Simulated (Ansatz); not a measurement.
A nudged elastic band was laid between two geometries of F₂H₂SeSi₂ (7 atoms, charge 0, multiplicity 1).

These are results of Ansatz 0.2.0, RKS PBE0/def2-SVP, not measurements.

| Item | Value |
| --- | --- |
| movable images | 5 |
| climbing image | yes |
| spring | 5.0 eV/Å² |
| optimiser | quadratic models (default) |
| start path | through a guess of the saddle point |
| force threshold | 0.05 eV/Å |
| iteration limit | 60 |
| end points | relaxed |

Initial state:

```xyz
7
Properties=species:S:1:pos:R:3
F -0.467 -2.056 -1.136
Si -0.832 -0.693 -0.333
Se -0.258 1.269 -1.354
Si 0.794 0.581 0.555
F 2.353 0.155 0.404
H -2.244 -0.822 0.102
H 0.715 1.498 1.718
```

Final state:

```xyz
7
Properties=species:S:1:pos:R:3
F 0.303 -2.195 -1.258
Si -0.693 -1.680 -0.047
Se -0.901 0.798 -1.063
Si 0.687 0.162 0.626
F 2.159 0.520 0.029
H -1.914 1.210 -0.077
H 0.420 1.117 1.744
```

Question: Which bonds break or form, and what moves?

Answer: Bonds broken: Si2–H6. Bonds formed: Se3–H6.

Question: Give the energies along the band, and the barrier.

Answer: The run converged. The highest image is number 4 of 0 to 6, 1.71 eV above the first end and 0.23 eV above the last; the last end lies 1.48 eV above the first. A vibrational analysis at the climbing image gives one clearly imaginary mode, 279i cm⁻¹: a first-order saddle point. The orbitals stay closed-shell, which can raise the energy where a bond breaks towards radicals; this wasn't checked here.

```csv
image,path coordinate (Å),energy (eV),Si2–H6 (Å),Se3–H6 (Å)
0,0.00,0.00,1.48,3.23
1,0.63,0.25,1.47,2.92
2,1.27,1.12,1.48,2.38
3,1.90,1.69,1.68,1.74
4,2.53,1.71,2.27,1.50
5,3.17,1.59,2.69,1.47
6,3.82,1.48,3.14,1.47
```

Question: What is the geometry of the highest image?

Answer: 
```xyz
7
Properties=species:S:1:pos:R:3
F 0.154 -2.282 -0.936
Si -0.829 -1.471 0.096
Se -0.806 1.344 -0.964
Si 0.623 0.364 0.580
F 2.112 0.376 -0.078
H -1.910 0.412 -0.562
H 0.718 1.189 1.818
```

Question: What are the harmonic wavenumbers there?

Answer: 279i, 71, 102, 154, 184, 269, 382, 406, 608, 732, 821, 851, 903, 2201, 2239 cm⁻¹.

The band took 11 iterations and roughly 110 core-seconds.

The run took 58 s on 2 threads of AMD EPYC 9R45 96-Core Processor (Zen 5) (shared host), peak memory 0.27 GiB.
